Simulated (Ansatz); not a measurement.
`B[SiH2]OC` + `C=N` → `BN=C` + `CO[SiH3]` at 500 K and 1 bar (cleavage of the B–Si bond).

Calculated with Ansatz (gas phase, PBE0-D4/def2-TZVP geometries, no zero-point term in ΔE). CCSD(T)/CBS is the MP2 limit (def2-TZVPP, def2-QZVPP) plus CCSD(T) − MP2 in def2-TZVPP, frozen cores. This one scheme is used for every species. Each species was taken in one conformer, which may not be the lowest.

```csv
species,CCSD(T)/CBS energy (Eh),H − E (kJ/mol),S (J/(mol·K))
`B[SiH2]OC`,-431.29232,253.2,402.6
`C=N`,-94.52360,124.2,249.5
`BN=C`,-119.93970,162.4,290.1
`CO[SiH3]`,-405.93001,211.0,345.4
```

H − E and S are ideal-gas, rigid-rotor, harmonic terms from PBE0-D4/def2-TZVP, for one conformer and one mirror image of each species. 1 Eh = 2625.50 kJ/mol, R = 8.31446 J/(mol·K).

Task: By hand: ΔE, ΔH, ΔS and ΔG.

Result: ΔE = (-119.93970) + (-405.93001) − (-431.29232) − (-94.52360) = -0.05379 Eh = -141.2 kJ/mol. Δ(H − E) = 162.4 + 211.0 − 253.2 − 124.2 = -4.0, so ΔH = -145.2 kJ/mol. ΔS = 290.1 + 345.4 − 402.6 − 249.5 = -16.6 J/(mol·K). ΔG = -145.2 − 500 × (-16.6)/1000 = -136.9 kJ/mol.

Task: By hand: the equilibrium constant, and the temperature at which ΔG would vanish if ΔH and ΔS stayed fixed.

Result: log₁₀ K = −ΔG/(RT ln 10) = 14.3. ΔG = 0 at ΔH/ΔS = 8747 K, far beyond where these terms or the molecules hold.

ΔH outweighs TΔS. A doubt of 5 kJ/mol in ΔE shifts log₁₀ K by 0.5 here. Other conformers and mirror images would add mixing entropy, several J/(mol·K) or more a flexible species. These are equilibria of isolated gas molecules and say nothing of rates. Largest T1 diagnostic: 0.016 (customary marks: 0.02 for closed shells, 0.045 for open ones).
